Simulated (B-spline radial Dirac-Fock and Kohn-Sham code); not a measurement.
**Binding energies of Tl⁷⁶⁺ at several levels of theory**

System: the Tl⁷⁶⁺ ion, 1s2 2s2 2p1.

The density-functional columns are spherical, spin-unpolarised Dirac-Kohn-Sham results without Breit or QED terms: −ε is minus the orbital energy of the initial state and ΔSCF the difference of two total energies. The reference in the last column comes from relaxed Dirac-Fock hole states (ΔSCF) with Breit and QED corrections and a finite nucleus. All numbers are from a radial B-spline solver, in eV; a selection of levels is shown. For the 1s level of heavy atoms much of the gap between ΔSCF and the reference is the Breit and QED part, -412.5 eV here; for other levels the error of the functional can be larger.

```
    level   LDA −ε  LDA ΔSCF  Dirac-Fock
   K (1s)  94877.0   95586.9     95156.5
  L1 (2s)  23386.2   23560.0     23492.4
L2,3 (2p)  21586.4   21781.8     21769.5
```

Values without a named source are computed, but for edge energies of neutral atoms, which are taken from tables.
